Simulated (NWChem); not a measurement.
# Atomisation of Cl$_{2}$Se

SMILES: Cl[Se]Cl
```xyz
3

Se     0.0000     0.0000    -0.6841
Cl    -1.6849     0.0000     0.6841
Cl     1.6849     0.0000     0.6841
```
Charge 0, spin multiplicity 1.

All runs are NWChem calculations. All single points use one geometry, from PBE0/def2-SVP, a minimum by its harmonic frequencies.

Basis set: def2-TZVP. The atomisation energy is electronic alone: no zero-point, thermal, spin-orbit or counterpoise terms. No value is extrapolated to the basis-set limit. Free atoms are single determinants with multiplicities Se 3, Cl 2.

The Hamiltonian is non-relativistic. B3LYP has NWChem's definition, with VWN1-RPA local correlation. The structure started from a generated list of species. The stability of the SCF solutions was not checked. Open-shell Hartree-Fock references start from PBE0 orbitals.

Question: Order these methods by the atomisation energy they give, lowest first: HF, BHandHLYP, PBE0, B3LYP, PBE.

Answer: HF (52.7 kcal/mol), BHandHLYP (107.3 kcal/mol), B3LYP (120.5 kcal/mol), PBE0 (126.8 kcal/mol), PBE (137.8 kcal/mol)
